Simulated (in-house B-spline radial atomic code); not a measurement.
Results of a calculation; reference values are marked as such.
Co ion on P atom: potential, deflection and energy transfer

The pair potential comes from two frozen, spherical free-atom densities (PBE, B-spline radial code, scalar-relativistic past argon): electrostatics plus the change in Thomas-Fermi kinetic and Dirac exchange energy where they overlap, the recipe behind the universal ZBL potential, which averages such potentials (from solid-state densities) over many pairs. It is written V = (Z1 Z2 e²/r) φ(r/a), with e² = 14.3996 eV·Å and a = 0.46850 Å/(Z1^0.23 + Z2^0.23); ZBL's fit is φ = 0.18175 e^(−3.1998x) + 0.50986 e^(−0.94229x) + 0.28022 e^(−0.4029x) + 0.02817 e^(−0.20162x). Where φ falls below 4e-4 it is continued as an exponential.

Masses 58.93 and 30.97 u.

```csv
x = r/a,"φ, this pair","φ, ZBL"
0.1,0.896,0.8928
0.25,0.7762,0.7647
0.5,0.6296,0.6096
1,0.4384,0.4164
1.5,0.3191,0.2995
2,0.2394,0.2218
3,0.1412,0.1292
4,0.08845,0.08026
5,0.05772,0.05224
6.5,0.03123,0.02914
8,0.01793,0.01705
10,0.009576,0.008778
12,0.005369,0.00474
14.5,0.002562,0.002328
17,0.001187,0.001212
```

Problem. At x = 5 the electrostatic, kinetic and exchange parts are 40.19, 595.32 and -60.93 eV. Find r, V and φ.

Solution. a = 0.46850/(2.1341 + 1.8642) = 0.11717 Å, so r = 0.58587 Å. V = 40.19 + 595.32 + (-60.93) = 574.58 eV. The bare repulsion is 27 × 15 × 14.3996/0.58587 = 9954.2 eV, so φ = 0.0577, +10.5 % against ZBL's 0.0522. The kinetic (Pauli) term is 104 % of V here, as the other two terms together attract.

Problem. The ion comes in at 14.45 keV with impact parameter 0.5859 Å. The scattering integral gives a centre-of-mass angle of 11.9° and a closest approach of 5.265 a. What are the reduced energy, the energy passed on and the laboratory angles?

Solution. ε = E a M2/(Z1 Z2 e² (M1 + M2)) = 14450 × 6.9216e-06 = 0.1. The most that one collision can pass on is γE with γ = 4 M1 M2/(M1 + M2)² = 0.9033. Here T = γE sin²(θ/2) = 0.9033 × 14450 × 0.01075 = 140.3 eV. The ion turns by arctan(sin θ/(cos θ + M1/M2)) = 4.1°, and the struck atom leaves at (180° − θ)/2 = 84.0°. The closest approach is 0.617 Å. With ZBL the angle would be 10.78° and T = 115.2 eV.
